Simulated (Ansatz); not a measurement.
C3H4BF2N (SMILES CN1C=C(F)B1F), singlet, at a GFN2-xTB geometry; B3LYP5/6-31G** in Ansatz (a program for electronic structure).

Input for Ansatz:
Ansatz 0.2 input:
```yaml
crystal:
  periodic: [false, false, false]
  atoms:
    - {symbol: C, position_ang: [-2.37112689, -0.35056281, -0.08278616]}
    - {symbol: N, position_ang: [-0.95345456, -0.15517216, -0.03302473]}
    - {symbol: C, position_ang: [0.05185757, -1.22484216, 0.02475111]}
    - {symbol: C, position_ang: [1.11465312, -0.42607944, 0.04991522]}
    - {symbol: F, position_ang: [2.42025305, -0.72579518, 0.10467068]}
    - {symbol: B, position_ang: [0.06560041, 0.80739072, -0.01255695]}
    - {symbol: F, position_ang: [0.02051411, 2.11788743, -0.03864729]}
    - {symbol: H, position_ang: [-2.86104603, 0.62014981, -0.11930727]}
    - {symbol: H, position_ang: [-2.65182005, -0.92386939, -0.97210566]}
    - {symbol: H, position_ang: [-2.71870381, -0.89081849, 0.80359543]}
    - {symbol: H, position_ang: [-0.16145753, -2.27613424, 0.03628393]}
basis:
  gaussian:
    orbitals: 6-31G__.json
hamiltonian:
  xc: b3lyp5
accuracy: high
```
The basis file holds 6-31G** in the JSON format of the Basis Set Exchange.

It wrote (shortened):

```
Functional definition: B3LYP5
2841 factors; integrals over basis functions are off by at most 1.3e-8 eV
mean field evaluation 1: about -10764.3453 eV, gradient 5.5e1 eV
mean field evaluation 2: about -10758.4838 eV, gradient 7.5e1 eV
mean field evaluation 4: about -10770.5339 eV, gradient 4.4e0 eV
mean field evaluation 8: about -10770.6798 eV, gradient 7.0e-1 eV
mean field evaluation 16: about -10770.6809 eV, gradient 3.3e-4 eV
mean field -10770.68093678 eV, -395.8152237969 hartree, gradient 2.6e-8 eV, S^2 0.000000; 0 other end points of the search recorded, 0 dependent functions left out
reference -10770.68097205 eV, -395.8152250930 hartree; 26, 26 occupied and 99, 99 virtual orbitals, 2841 factors
Total energy: -10770.68097205 eV, -395.8152250930 hartree
```
